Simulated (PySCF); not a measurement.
In(H)2(OSiH3) (H5InOSi), SMILES [SiH3][O][InH2]. Coordinates come from a PBE0-D3(BJ)/def2-SVP optimisation. The def2 effective core potentials stand for the cores of In; spin–orbit coupling is left out.

Computed equilibrium geometry at PBE0-D3(BJ)/def2-SVP (PySCF confirms it by a frequency run) as Cartesian coordinates in Å, and its point group:
point group Cs.
```xyz
8

In     0.0344    -0.9722     0.0000
H     -1.3193    -2.0181     0.0000
H      1.7421    -1.1456     0.0000
O     -0.5580     0.9478     0.0000
Si     0.1003     2.4542     0.0000
H     -0.3272     3.2248    -1.2111
H     -0.3272     3.2248     1.2111
H      1.6036     2.4116     0.0000
```
